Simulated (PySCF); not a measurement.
# Boron: a sound run and one with changed settings

Sound run: B+ [He] 2s2, B(2+) [He] 2s1. Calculation: PySCF 2.14, in x2c-SVPall; the spin-free X2C one-electron Hamiltonian (Gaussian nucleus). In the sound run the correlated levels freeze 1s2. The sound run starts from symmetry-adapted Hartree-Fock orbitals and uses a fine grid where one is needed.

A second run was set up differently.

```tsv
species	method	sound run (hartree)	changed run (hartree)	converged
B+	MP2	-24.24156	-24.24264	yes
B+	CCSD(T)	-24.26798	-24.26878	yes
B(2+)	MP2	n/a	-23.35442	yes
B(2+)	CCSD(T)	n/a	-23.35448	yes
```

Ionisation energy of B+:

```csv
method,sound run (eV),changed run (eV)
UHF,23.267,23.267
MP2,24.161,24.170
SCS-MP2,24.340,24.350
CCSD,24.880,24.878
CCSD(T),24.880,24.879
```

**Question.** What was changed?
A. basis contracted for another Hamiltonian
B. a valence shell is frozen
C. all electrons correlated in a valence basis
D. level shift left on

**Answer.** C. A valence basis has no tight correlating functions, so it recovers only part of the core correlation, and not evenly between atom and ion.
